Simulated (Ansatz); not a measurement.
Consider the redistribution: `N[SiH2]N[SiH](N)Cl` + `N[Si@H](Cl)[Si@@H](N)O` → `N[Si@@H](Cl)[Si@@H](N)Cl` + `N[SiH2]N[SiH](N)O`.

Program: Ansatz. Geometries: PBE0-D4/def2-TZVP. ΔE: electronic, gas phase. CCSD(T)/CBS is the MP2 limit (def2-TZVPP, def2-QZVPP) plus CCSD(T) − MP2 in def2-TZVPP, frozen cores. DFT in def2-TZVPP. Each species was taken in one conformer, which may not be the lowest.

```
         level  ΔE (eV)
       PBE0-D4    -0.16
        B2PLYP    -0.15
           PBE    -0.16
CCSD/CBS(def2)    -0.15
```

Problem. What does CCSD(T)/CBS give? (An estimate is asked.)

Solution. The calculation gave: -0.16 eV. The listed levels differ from it by 0.00, 0.01, 0.00, 0.01 eV.

Largest T1 diagnostic among the species: 0.011.

In def2-TZVPP, CCSD(T) changes the Hartree–Fock value by −0.05 eV (the triples alone add −0.01 eV) and MP2 by −0.05 eV.
